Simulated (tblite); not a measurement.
A tight-binding relaxation on `C=C[C@@H]1P[C@@H]1C(C)(C)C`.

Computed with GFN2-xTB geometry optimisation, gas phase (tblite 0.8.0). Start geometry: from a force field or distance geometry. A driver script takes a list of jobs; this job's settings line and coordinates (Å) are shown.

Command:
```bash
OMP_NUM_THREADS=1 python probes_run.py task.json out
```

Input:
```
{"job": {"kind": "relax", "xc": "GFN2-xTB", "basis": "xTB"}, "charge": 0, "multiplicity": 1}
C      2.828200    -1.038200     0.538100
C      2.099100     0.045300     0.884400
C      1.535100     1.008500    -0.030200
P      0.451800     2.332600     0.707400
C      0.084800     0.990300    -0.474200
C     -0.957600    -0.092000    -0.210600
C     -1.039200    -0.599800     1.237100
C     -2.341300     0.471900    -0.578600
C     -0.661500    -1.295600    -1.132200
H      3.005500    -1.269300    -0.499300
H      3.221900    -1.707800     1.288000
H      1.961100     0.208200     1.963500
H      2.243200     1.424200    -0.723700
H      0.741700     3.355300    -0.214100
H     -0.066000     1.380400    -1.490400
H     -1.865700    -1.318800     1.362000
H     -1.226300     0.209100     1.957500
H     -0.135700    -1.133400     1.553700
H     -2.615600     1.324700     0.055000
H     -2.368500     0.811500    -1.617700
H     -3.131300    -0.286600    -0.460500
H     -1.434700    -2.065400    -1.028300
H      0.307300    -1.742700    -0.893400
H     -0.648000    -0.992600    -2.186200
```

**Question.** What does the run print?

**Answer.** 
```
step      E/eV     max force
  0    -741.16952    2.652
  1    -741.24633    1.724
  2    -741.27869    0.385
  3    -741.29022    0.351
  4    -741.30803    0.337
  5    -741.31956    0.297
  6    -741.32971    0.227
  7    -741.33461    0.207
  8    -741.33824    0.159
  9    -741.34222    0.176
... (97 lines left out)
107    -741.40622    0.012
108    -741.40625    0.016
109    -741.40629    0.017
110    -741.40632    0.013
111    -741.40634    0.012
112    -741.40637    0.015
113    -741.40641    0.018
114    -741.40645    0.013
115    -741.40648    0.010
116    -741.40650    0.009
```

«max force» is the largest atomic force in eV/Å.

**Question.** From which step on does the largest force stay under 0.1 eV/Å, and how much energy is left to gain from there?

**Answer.** From step 51 (0.081 eV/Å), 16.5 meV above the end.

In short: energy lowered by 5.5 kcal/mol over 116 steps; largest atomic force 0.009 eV/Å at the end.

**Question.** Where do the atoms end?

**Answer.** 0.342 Å rms from the input after alignment:
```
atom  x, y, z in Å
C1     3.1976   -0.8035    0.5194
C2     2.0542   -0.1950    0.7965
C3     1.4832    0.8589   -0.0466
P4     0.5030    2.2232    0.7912
C5     0.0284    0.9431   -0.4588
C6    -1.0482   -0.1021   -0.1935
C7    -1.1609   -0.5143    1.2749
C8    -2.3834    0.5185   -0.6222
C9    -0.7467   -1.3331   -1.0555
H10    3.7641   -0.5716   -0.3680
H11    3.6098   -1.5596    1.1648
H12    1.5189   -0.4397    1.7018
H13    2.1766    1.1927   -0.8159
H14    0.8296    3.2070   -0.1529
H15   -0.0811    1.3413   -1.4664
H16   -2.1255   -0.9856    1.4526
H17   -1.0832    0.3601    1.9211
H18   -0.3892   -1.2282    1.5468
H19   -2.5952    1.3940   -0.0112
H20   -2.3532    0.8254   -1.6657
H21   -3.1943   -0.1958   -0.4997
H22   -1.5055   -2.0965   -0.8999
H23    0.2240   -1.7492   -0.7941
H24   -0.7346   -1.0701   -2.1111
```
Labels such as C1 count atoms from 1, the log's own numbers from 0.
